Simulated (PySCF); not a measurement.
Members of one series of related molecules.

All values: CAM-B3LYP/def2-SVPD (PySCF) at PBE0-D3(BJ)/def2-SVP geometries, gas phase, one conformer each. Core orbitals are frozen in the response; Δα² is half the sum of the squared differences of the principal polarisabilities.

**Question.** Rank by HOMO–LUMO gap, highest first.
A. `CC[NH+]1[BH2-][NH2+][BH2-]1`
B. `CC(C)(C)[NH+]1[BH2-][NH2+][BH2-]1`
C. `FC(F)(F)C[NH+]1[BH2-][NH2+][BH2-]1`

**Answer.** C (10.37 eV), A (10.16 eV), B (10.03 eV).

**Question.** Rank by vertical ionisation energy (ΔSCF), highest first.
A. `[BH2-]1[NH2+][BH2-][NH+]1C1CCC1`
B. `[BH2-]1[NH2+][BH2-][NH+]1CC`
C. `FC(F)(F)C[NH+]1[BH2-][NH2+][BH2-]1`

**Answer.** C (10.46 eV), B (9.99 eV), A (9.78 eV).

All values together:

| SMILES | formula | μ (D) | HOMO (eV) | LUMO (eV) | α (Å³) | Δα (Å³) | electrons | α per electron (Å³) | ΔSCF removal energy (eV) |
| --- | --- | --- | --- | --- | --- | --- | --- | --- | --- |
| [BH2-]1[NH2+][BH2-][NH+]1C1CCC1 | C4H14B2N2 | 0.34 | -9.13 | 0.91 | 13.48 | 2.76 | 62 | 0.217 | 9.78 |
| FC(F)(F)C[NH+]1[BH2-][NH2+][BH2-]1 | C2H9B2F3N2 | 2.41 | -9.68 | 0.69 | 10.77 | 1.60 | 72 | 0.150 | 10.46 |
| CC(C)(C)[NH+]1[BH2-][NH2+][BH2-]1 | C4H16B2N2 | 0.98 | -9.11 | 0.92 | 13.96 | 1.64 | 64 | 0.218 | 9.77 |
| CC[NH+]1[BH2-][NH2+][BH2-]1 | C2H12B2N2 | 0.15 | -9.24 | 0.92 | 10.66 | 1.69 | 48 | 0.222 | 9.99 |

Conformers: `[BH2-:1]1[NH2+:2][BH2-:3][NH+:4]1[CH:5]1[CH2:6][CH2:7][CH2:8]1` with B3–N4–C5–C6 76°, N4–B1–N2–B3 -2°, B1–N2–B3–N4 2°, N2–B3–N4–C5 118°, N4–C5–C6–C7 143°; `[F:1][C:2]([F:3])([F:4])[CH2:5][NH+:6]1[BH2-:7][NH2+:8][BH2-:9]1` with C2–C5–N6–B7 176°; `[CH3:1][C:2]([CH3:3])([CH3:4])[NH+:5]1[BH2-:6][NH2+:7][BH2-:8]1` with C2–N5–B6–N7 115°, N5–B6–N7–B8 10°, B6–N7–B8–N5 -10°, C2–N5–B8–N7 -116°; `[CH3:1][CH2:2][NH+:3]1[BH2-:4][NH2+:5][BH2-:6]1` with C1–C2–N3–B4 -176°.
